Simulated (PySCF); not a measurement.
## Bi: excitation energy

Bi [Xe] 4f14 5d10 6s2 6p3 (4S) → Bi [Xe] 4f14 5d10 6s1 6p3 7s1 (6S), as a difference of total energies. All numbers are calculated (PySCF 2.14, a scalar-relativistic core potential, in aug-cc-pwCVDZ-PP with ECP60MDF). Correlated levels: valence and next inner shell: nothing frozen outside the core potential. The calculations carry no spin-orbit coupling.

| method | excitation energy (eV) |
| --- | --- |
| UHF | 11.375 |
| MP2 (valence and next inner shell) | 13.168 |
| SCS-MP2 (valence and next inner shell) | 13.248 |
| CCSD (valence and next inner shell) | 12.815 |
| CCSD(T) (valence and next inner shell) | 12.862 |

How much does correlation contribute at CCSD(T) (valence and next inner shell)?

12.862 − (11.375) = 1.487 eV, measured against UHF.

Spin-orbit coupling is strong in these open shells (close to jj coupling). The scalar numbers leave it out and a first-order estimate fails, so it can dominate the gap to the real levels.

The upper state lies above the first ionisation limit. A Rydberg-like electron needs more diffuse functions than a valence basis has.

The promoted electron is Rydberg-like, and one or two diffuse shells describe it only roughly, which tends to raise the upper state.
